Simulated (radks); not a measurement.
Dispersion coefficients C6 (hartree bohr^6) between ground-configuration atoms and ions, from the Casimir-Polder integral (3/pi) of alpha_A(iw) alpha_B(iw). All-electron calculation, non-relativistic Kohn-Sham, PBE, spin-polarised, spherical densities, point nucleus; open shells are filled with parallel spins first (spin-orbit coupling, left out, can overturn this in heavy ions). Program: a radial shooting solver on a logarithmic mesh with Libxc functionals. Response by self-consistent Sternheimer equations with the Hartree and adiabatic LDA kernel. For heavy and open-shell atoms this level of theory can miss by tens of per cent.

C6      Cd     Ru     F+    Ag+     In    Te+     Xe     C+
Cd   520.1
Ru   571.1  629.3
F+   33.49  36.00  3.532
Ag+  154.5  166.8  14.32  60.11
In   659.7  727.6  40.06  187.8  843.1
Te+  304.8  330.3  24.08  105.9  376.5  198.0
Xe   380.6  412.6  30.03  132.2  470.2  247.4  309.3
C+   81.39  88.17  6.542  28.69  100.3  53.40  66.78  14.44

Static polarisabilities (bohr^3): Cd ([Kr] 4d10 5s2) 56.26, Ru ([Kr] 4d7 5s1) 67.54, F+ ([He] 2s2 2p4) 1.890, Ag+ ([Kr] 4d10) 10.21, In ([Kr] 4d10 5s2 5p1) 80.47, Te+ ([Kr] 4d10 5s2 5p3) 23.18, Xe ([Xe]) 28.95, C+ ([He] 2s2 2p1) 6.016. The combination rule 2 Ca Cb / ((alpha_b/alpha_a) Ca + (alpha_a/alpha_b) Cb) gives 78.78 for Cd-C+, against 81.39 from the integral.
